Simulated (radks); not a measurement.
Results of a calculation; reference values are marked as such.
The neodymium ion Nd4+, configuration [Xe] 4f2 (the NIST ground configuration). Code: a radial shooting solver on a logarithmic mesh with Libxc functionals. Model: scalar-relativistic Kohn-Sham, BLYP, spin-polarised, spherical densities, finite nucleus; open shells are filled with parallel spins first (spin-orbit coupling, left out, can overturn this in heavy ions); Fermi nuclear charge, rms radius 4.9123 fm.

Radial electron density D(r) = 4 pi r^2 rho(r):

r (bohr)  D(r) (e/bohr)   spin D(r)
0.001106          3.754  0.00000117
0.001452          5.873  0.00000182
0.001921          9.182  0.00000283
0.002521          13.93  0.00000426
0.003336          20.89  0.00000628
0.004378          30.04  0.00000882
0.005793          41.92   0.0000118
0.007604          55.04   0.0000144
0.01006           68.03   0.0000153
0.01321           76.94   0.0000121
0.01747           79.19    5.36e-07
0.02293           74.81  -0.0000261
0.03035           69.93  -0.0000933
0.04015           74.82   -0.000281
0.0527            91.07   -0.000762
0.06973           104.4    -0.00170
0.09153           96.82    -0.00166
0.1211            79.38     0.00821
0.159             81.79      0.0570
0.2103            90.95       0.220
0.2761            68.35       0.589
0.3653            37.25        1.23
0.4794            37.34        1.94
0.6344            38.06        2.27
0.8327            22.26        1.96
1.102             11.75        1.27
1.458             8.406       0.568
1.913             4.208       0.149
2.532            0.9880      0.0158
3.323            0.1023    0.000354
4.397          0.003119  -0.0000107

D(r) has 4 maxima, at r = 0.0164, 0.0732, 0.204, 0.563 bohr, and minima at 0.0316, 0.134, 0.412 bohr, inside which lie 1.95, 11.14, 29.09 electrons.
